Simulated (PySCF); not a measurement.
Input file for PySCF: R-B3LYP/3-21G on C2H10Si (a complex).

```python
from pyscf import gto, scf, dft, mp
from pyscf.data.elements import chemcore

mol = gto.M(
    atom='''
    Si   -0.26225026   -0.05828708    0.21814180
    H    -0.04980039    1.27412395    0.82569890
    H    -1.64617342   -0.50909630    0.48457646
    H     0.69436918   -1.02382723    0.80310152
    H    -0.04378069    0.02655886   -1.24399954
    C     0.88817016    0.25643512    4.16169287
    C    -0.55954530   -0.18337834    3.96614862
    H     1.38438993    0.42601438    3.20442174
    H     1.46259435   -0.49922514    4.70114855
    H     0.94652198    1.18545301    4.73216104
    H    -1.13515297    0.57189689    3.42727194
    H    -1.05636159   -0.35273127    4.92346910
    H    -0.61901937   -1.11339829    3.39726030
    ''',
    basis='3-21g',
    charge=0, spin=0, verbose=3, max_memory=1800)
mf = dft.RKS(mol, xc='b3lyp')
mf.conv_tol = 1e-8
mf.max_cycle = 100
mf.kernel()
if not mf.converged:
    mf = mf.newton().run(mf.mo_coeff, mf.mo_occ)
```

Q: What total energy does the run end on?

A: -369.7463 hartree.
